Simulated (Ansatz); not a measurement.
Tuning the range parameter of LC-ωPBE so that −HOMO meets the ionisation energy; basis def2-SVP, Ansatz. System: Si(vinyl)3(NMe2) (C₈H₁₅NSi). The state is a singlet with charge 0. Geometry: PBE-D4/def2-SVP. The ionised state is a doublet.

Geometry of the singlet:

```xyz
25

Si    0.192    0.364    0.139
C    -0.839    0.902    1.622
C    -2.183    0.802    1.664
H    -0.323    1.377    2.478
H    -2.746    0.348    0.829
H    -2.779    1.167    2.519
C     1.803   -0.399    0.749
C     2.034   -0.782    2.023
H     2.588   -0.619   -0.002
H     1.293   -0.608    2.824
H     2.966   -1.288    2.332
C     0.572    1.858   -0.939
C     1.800    2.400   -1.073
H    -0.275    2.358   -1.446
H     2.685    1.962   -0.578
H     1.983    3.308   -1.675
N    -0.762   -0.765   -0.818
C    -0.705   -0.815   -2.265
C    -1.206   -2.010   -0.216
H    -0.032   -1.623   -2.648
H    -0.337    0.145   -2.679
H    -1.716   -1.007   -2.700
H    -1.237   -1.923    0.888
H    -2.233   -2.278   -0.559
H    -0.541   -2.874   -0.468
```

```tsv
ω (1/bohr)	HOMO (eV)	LUMO (eV)	vertical IE (eV)	HOMO + IE (eV)
0.1	-6.16	-0.17	7.58	1.42
0.2	-7.28	0.80	7.74	0.46
0.3	-8.10	1.37	7.90	-0.21
```

**Question.** Estimate the row for 0.15 bohr⁻¹.

**Answer.** 
```tsv
ω (1/bohr)	HOMO (eV)	LUMO (eV)	vertical IE (eV)	HOMO + IE (eV)
0.15	-6.77	0.37	7.66	0.89
```

**Question.** Where does the tuning condition hold?

**Answer.** Near ω = 0.27 bohr⁻¹, by linear interpolation.
